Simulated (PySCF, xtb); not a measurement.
FeCl3, SMILES [Cl][Fe]([Cl])[Cl] (connectivity only; charge and spin as stated), neutral, multiplicity 6.

Harmonic wavenumbers (cm⁻¹) from GFN2-xTB run with xtb 6.7.1 at its own minimum, in rising order: 81, 114, 114, 318, 352, 352.

Problem. What does PBE-D3(BJ)/def2-SVP in PySCF give at its own minimum? (Estimate from the structure and the level; the computed values follow.)

Solution. 75, 100, 100, 339, 445, 445. Paired by order, the mean absolute difference is 40 cm⁻¹ and the zero-point energies are 1.9 and 2.2 kcal/mol.
